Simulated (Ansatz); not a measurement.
Start from `O[Si](O)(F)C[SiH2]Cl` and change one atom or group to get `O[Si](O)(F)N[SiH2]F`.

Ansatz, PBE0-D4/def2-TZVP geometries, multiplicity 1. Each molecule was computed in one conformer, which needn't be the lowest.

```
                                          property  `O[Si](O)(F)C[SiH2]Cl`
size of the dipole moment (ωB97M-V/def2-TZVPP) / D                    1.22
               LUMO energy (B3LYP/def2-TZVPP) / eV                   -0.10
             LUMO energy (ωB97M-V/def2-TZVPP) / eV                    1.88
                 HOMO energy (PBE/def2-TZVPP) / eV                   -7.60
                 LUMO energy (PBE/def2-TZVPP) / eV                   -0.78
                LUMO energy (PBE0/def2-TZVPP) / eV                    0.12
```

What does the change do to each property? (Estimate.)

Ansatz gave: 
| property | `O[Si](O)(F)N[SiH2]F` | shift |
| --- | --- | --- |
| size of the dipole moment (ωB97M-V/def2-TZVPP) / D | 1.91 | 0.69 |
| LUMO energy (B3LYP/def2-TZVPP) / eV | -0.11 | -0.01 |
| LUMO energy (ωB97M-V/def2-TZVPP) / eV | 1.71 | -0.17 |
| HOMO energy (PBE/def2-TZVPP) / eV | -7.09 | 0.51 |
| LUMO energy (PBE/def2-TZVPP) / eV | -0.63 | 0.15 |
| LUMO energy (PBE0/def2-TZVPP) / eV | 0.24 | 0.12 |

With PBE0 the HOMO rises by 0.41 eV and the LUMO rises by 0.12 eV, so the gap narrows by about 0.29 eV. PBE moves the HOMO by 0.51 eV and ωB97M-V by 0.24 eV. Dipoles are sizes alone; their direction can turn.

B3LYP here is the variant with VWN-RPA as its local correlation; programs differ in this.
